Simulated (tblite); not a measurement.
Compound: C5H9BFP.
SMILES with atom numbers: `[CH2:1]=[CH:2]/[CH:3]=[C:4](/[F:5])[CH2:6][BH:7][PH2:8]` (hydrogens: H9, H10 on C1; H11 on C2; H12 on C3; H13, H14 on C6; H15 on B7; H16, H17 on P8)

Computed with GFN2-xTB (tblite), gas phase: L-BFGS steps from a force-field or distance-geometry start until the largest atomic force falls under 0.01 eV/Å.

Step 13: E = -645.0495 eV
```
atom  x, y, z in Å  |  force x, y, z in eV/Å
C1      2.8575    1.1453   -1.1014    0.049   0.122  -0.049
C2      1.9168    0.4697   -0.4472    0.065   0.064  -0.051
C3      0.8514    1.1070    0.2908    0.053  -0.010  -0.052
C4     -0.0902    0.4652    0.9851    0.020  -0.054  -0.119
F5     -1.0013    1.2313    1.6533    0.049  -0.128   0.019
C6     -0.3450   -1.0013    1.1091    0.017   0.051   0.148
B7     -1.6953   -1.5298    0.4429    0.148  -0.028   0.063
P8     -2.9991   -0.4519   -0.3354    0.071  -0.024   0.054
H9      3.6558    0.6644   -1.6429   -0.089  -0.072   0.059
H10     2.8720    2.2240   -1.1275   -0.061  -0.029   0.039
H11     1.9448   -0.6108   -0.4506   -0.016  -0.005  -0.003
H12     0.8368    2.1910    0.2766    0.011  -0.104   0.068
H13     0.5148   -1.5552    0.7191   -0.119   0.102   0.023
H14    -0.3822   -1.2538    2.1836   -0.106   0.057  -0.207
H15    -1.8050   -2.6959    0.3217   -0.042   0.094   0.062
H16    -3.0210    0.6565    0.4759    0.005   0.009   0.011
H17    -4.1180   -1.0437    0.2099   -0.057  -0.044  -0.065
```

Step 14: E = -645.0551 eV
```
atom  x, y, z in Å  |  force x, y, z in eV/Å
C1      2.8583    1.1483   -1.1029    0.075   0.123  -0.059
C2      1.9179    0.4743   -0.4481    0.070   0.024  -0.073
C3      0.8519    1.1070    0.2895    0.077   0.000  -0.054
C4     -0.0873    0.4621    0.9823   -0.011  -0.004  -0.104
F5     -0.9934    1.2274    1.6540   -0.024  -0.061   0.064
C6     -0.3504   -0.9996    1.1064    0.083   0.024   0.142
B7     -1.6931   -1.5289    0.4393    0.055  -0.006   0.072
P8     -2.9949   -0.4511   -0.3372   -0.005   0.002   0.058
H9      3.6544    0.6605   -1.6422   -0.084  -0.040   0.055
H10     2.8747    2.2268   -1.1294   -0.051  -0.030   0.030
H11     1.9476   -0.6055   -0.4535   -0.024  -0.037   0.005
H12     0.8351    2.1901    0.2808    0.014  -0.074   0.064
H13     0.5072   -1.5553    0.7244   -0.011   0.032  -0.039
H14    -0.3905   -1.2518    2.1779   -0.120   0.049  -0.110
H15    -1.8147   -2.6921    0.3337   -0.023   0.020   0.041
H16    -3.0159    0.6521    0.4836   -0.006  -0.013  -0.010
H17    -4.1140   -1.0521    0.2044   -0.016  -0.009  -0.081
```

Problem. Estimate the geometry and energy of step 15. (The exact step hangs on the optimiser's Hessian estimate; all steps are aligned on step 14, rigid shifts and turns removed.)

Solution. E = -645.0582 eV, largest force 0.118 eV/Å
```
atom  x, y, z in Å  |  force x, y, z in eV/Å
C1      2.8597    1.1516   -1.1046    0.050   0.067  -0.039
C2      1.9199    0.4772   -0.4501    0.047  -0.011  -0.065
C3      0.8535    1.1066    0.2878    0.062  -0.002  -0.040
C4     -0.0858    0.4606    0.9787   -0.021   0.024  -0.059
F5     -0.9891    1.2240    1.6556   -0.040  -0.023   0.065
C6     -0.3520   -0.9979    1.1062    0.083   0.002   0.047
B7     -1.6904   -1.5283    0.4386   -0.026   0.012   0.060
P8     -2.9923   -0.4506   -0.3373   -0.028   0.005   0.057
H9      3.6522    0.6572   -1.6409   -0.041  -0.020   0.025
H10     2.8753    2.2286   -1.1300   -0.035   0.010   0.016
H11     1.9490   -0.6029   -0.4552   -0.018  -0.033   0.000
H12     0.8343    2.1885    0.2846    0.023  -0.030   0.053
H13     0.5026   -1.5551    0.7269    0.066  -0.013  -0.063
H14    -0.3977   -1.2499    2.1733   -0.111   0.038   0.012
H15    -1.8209   -2.6898    0.3416   -0.005  -0.018   0.033
H16    -3.0130    0.6497    0.4881   -0.017  -0.023  -0.017
H17    -4.1123   -1.0575    0.1996    0.009   0.014  -0.084
```

The energy changes by -0.0031 eV. The first-order estimate −F·Δx gives -0.0045 eV and the mean of the old and new forces, exact on a quadratic surface, -0.0031 eV. The step makes an angle of 59° with the force vector and moves no atom by more than 0.010 Å.

What follows is the cost of the whole relaxation. On Intel Xeon at 2.50 GHz, one thread, shared host with 64 logical CPUs at a one-minute load of 60, this took 3.1 s wall.
